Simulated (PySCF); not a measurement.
Calculated properties of `C=Cc1occ(C)p1`

Species: C6H7OP.
Bonds: C1–C2 (double), C2–C3, C3–O4 (aromatic), O4–C5 (aromatic), C5–C6 (aromatic), C6–C7, C6–P8 (aromatic), C3–P8 (aromatic). Hydrogens: H9, H10 on C1; H11 on C2; H12 on C5; H13, H14, H15 on C7.

Among its groups: C=C double bond and aromatic ring with oxygen.

**GFN2-xTB geometry**

```yaml
Rotational_constants_A_B_C_of_the_GFN2-xTB_geometry: 4.333, 1.232, 0.965 GHz
```

CAM-B3LYP/def2-SVPD ground state and vertical TDDFT (core frozen in the response) (PySCF):

```yaml
Dipole_moment: 1.04 D
HOMO_energy: -7.28 eV
LUMO_energy: -0.60 eV
HOMO–LUMO_gap: 6.68 eV
Lowest_singlet_excitation: 4.11 eV (302 nm, f = 0.286)
Strongest_line_among_the_8_lowest_singlet_transitions: S1 at 4.11 eV (302 nm, f = 0.286)
Lowest_triplet_excitation_Tamm–Dancoff: 2.28 eV
Static_isotropic_polarisability: 102.1 au
Electronic_spatial_extent_⟨r²⟩_about_the_centre_of_nuclear_charge: 1201 bohr²
```

PBE0/pcSseg-1 ground state and GIAO shieldings, non-relativistic (PySCF):

```yaml
Lowest_Hirshfeld_atomic_charge: -0.12 e on C7
Highest_Hirshfeld_atomic_charge: +0.06 e on H12
13C_chemical_shifts_computed_TMS_as_zero_by_class: 206.5 (C3), 149.6 (C5), 148.6 (C6), 138.3 (C2), 120.3 (C1), 14.5 (C7) ppm
1H_chemical_shifts_computed_TMS_as_zero_by_class: 7.73 (H12), 6.90 (H11), 6.69 (H9), 5.53 (H10), 2.52 (H13/H14/H15) ppm
Isotropic_shieldings_of_nuclei_other_than_C_and_H_by_class: -17 (O4), 188 (P8) ppm
Mayer_bond_orders_between_heavy_atoms: C1–C2 1.90, C2–C3 1.12, C3–O4 1.02, O4–C5 1.08, C5–C6 1.58, C6–C7 1.05, C6–P8 1.14, P8–C3 1.43
```

Monoisotopic mass (most abundant isotopes): 126.0235 u.

S1 lies 2.57 eV below the HOMO–LUMO gap; its leading configuration is HOMO→LUMO, weight 0.97. In atomic units the dipole is 0.41 e·bohr (1 au = 2.5417 D). In wavenumbers S1 is 33100 cm⁻¹ (1 eV = 8065.54 cm⁻¹). No computed singlet falls in the visible range (750 to 380 nm, 1.65 to 3.26 eV); S1 lies 0.85 eV above its blue end.

One conformer (not necessarily the lowest) at the GFN2-xTB geometry, without solvent, vibrations or thermal averaging. GFN2-xTB frequencies show an imaginary mode (32i cm⁻¹), so this geometry is no minimum at that level.

Shape of the structure used: `[CH2:1]=[CH:2][c:3]1[o:4][cH:5][c:6]([CH3:7])[p:8]1`: C1–C2–C3–O4 180°.
